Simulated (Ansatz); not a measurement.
`NC1[SiH2][SiH2]1` and `[GeH3][CH]1[SiH2][SiH2]1` differ in one atom or group.

Ansatz, PBE0-D4/def2-TZVP geometries, multiplicity 1. Each molecule was computed in one conformer, which needn't be the lowest.

Scalar relativity is left out up to krypton.

| property | `NC1[SiH2][SiH2]1` |
| --- | --- |
| HOMO energy (PBE0/def2-TZVPP) / eV | -6.25 |
| HOMO–LUMO gap (ωB97M-V/def2-TZVPP) / eV | 9.80 |
| size of the dipole moment (PBE/def2-TZVPP) / D | 1.48 |
| HOMO energy (PBE/def2-TZVPP) / eV | -5.10 |
| HOMO–LUMO gap (B3LYP/def2-TZVPP) / eV | 5.68 |
| HOMO energy (B3LYP/def2-TZVPP) / eV | -6.05 |

Give the same properties after the change, and the shifts. (Best estimate.)

Computed: 
| property | `[GeH3][CH]1[SiH2][SiH2]1` | shift |
| --- | --- | --- |
| HOMO energy (PBE0/def2-TZVPP) / eV | -6.77 | -0.52 |
| HOMO–LUMO gap (ωB97M-V/def2-TZVPP) / eV | 10.13 | 0.33 |
| size of the dipole moment (PBE/def2-TZVPP) / D | 0.59 | -0.89 |
| HOMO energy (PBE/def2-TZVPP) / eV | -5.80 | -0.70 |
| HOMO–LUMO gap (B3LYP/def2-TZVPP) / eV | 6.09 | 0.41 |
| HOMO energy (B3LYP/def2-TZVPP) / eV | -6.58 | -0.53 |

With PBE0 the HOMO falls by 0.52 eV and the LUMO falls by 0.12 eV, so the gap widens by about 0.40 eV. PBE moves the HOMO by -0.70 eV and ωB97M-V by -0.42 eV. Dipoles are sizes alone; their direction can turn.

B3LYP here is the variant with VWN-RPA as its local correlation; programs differ in this.
